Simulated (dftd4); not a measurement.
As₄, charge +1, doublet, at a GFN2-xTB geometry (a state made from the parent by changing its charge; the spin is typed, not shown lowest); D4 for pbe (dftd4).

dftd4 was given this input:
```
$ dftd4 mol.xyz --func pbe --charge 1 --json dftd4.json --noedisp

# file mol.xyz
4

As    -0.91408271     0.11757606    -1.17441154
As     0.56448145     1.36964334     0.18453076
As     0.91952912    -1.12533990    -0.34159932
As    -0.56992786    -0.36187950     1.33148010
```

Output, abridged:

```
                    ____  _____ _____     ____  _  _
      -------------|  _ \|  ___|_   _|---|  _ \| || |------------
     |             | | | | |_    | | ___ | | | | || |_           |
     |             | |_| |  _|   | ||___|| |_| |__   _|          |
     |             |____/|_|     |_|     |____/   |_|            |
     |             ===================================           |
     |            E. Caldeweyher, S. Ehlert & S. Grimme          |
     |          Mulliken Center for Theoretical Chemistry        |
     |                    University of Bonn                     |
      -----------------------------------------------------------

Rational (Becke-Johnson) damping: pbe-D4-ATM
---------------------
  s6         1.0000
  s8         0.9595
  s9         1.0000
  a1         0.3857
  a2         4.8069
 alp        16.0000
--------------------

Dispersion energy:      -9.3494215629443E-03 Eh

[Info] JSON dump of results written to 'dftd4.json'
```
